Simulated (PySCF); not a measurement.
Members of one family of related compounds. Method used: PySCF 2.14.0, density-fitted response routines, TDDFT wB97X-D/def2-SVPD, vertical, gas phase, core orbitals frozen in the response. Geometries: GFN2-xTB; one conformer of each isolated species. Triplets are in the Tamm–Dancoff approximation.

Question: Rank by computed lowest singlet excitation energy, lowest first.
A. `Fc1ccncc1`
B. `CSc1ccncc1`
C. `N(=C/c1ccncc1)/C`
D. `O=CC1=CC=NC=C1`
E. `C[S@@](=O)C1=CC=NC=C1`

Answer: D (3.75 eV), C (4.38 eV), E (4.88 eV), B (5.17 eV), A (5.30 eV).

```json
{"SMILES": "O=Cc1ccncc1", "S1 (eV)": "3.75", "gap (eV)": "8.94", "LUMO (eV)": "-0.79", "T1 (eV)": "3.25", "α (au)": "77.0", "S1 mainly": "H-2→L (57%)"}
{"SMILES": "C/N=C\\c1ccncc1", "S1 (eV)": "4.38", "gap (eV)": "9.23", "LUMO (eV)": "0.15", "T1 (eV)": "3.74", "α (au)": "93.6", "S1 mainly": "H→L (82%)"}
{"SMILES": "C[S@@](=O)c1ccncc1", "S1 (eV)": "4.88", "gap (eV)": "9.38", "LUMO (eV)": "0.34", "T1 (eV)": "4.25", "α (au)": "98.2", "S1 mainly": "H-1→L (75%)"}
{"SMILES": "CSc1ccncc1", "S1 (eV)": "5.17", "gap (eV)": "9.31", "LUMO (eV)": "0.91", "T1 (eV)": "4.08", "α (au)": "96.4", "S1 mainly": "H-1→L (94%)"}
{"SMILES": "Fc1ccncc1", "S1 (eV)": "5.30", "gap (eV)": "10.55", "LUMO (eV)": "0.92", "T1 (eV)": "4.47", "α (au)": "61.4", "S1 mainly": "H→L (99%)"}
```

H and L stand for HOMO and LUMO.
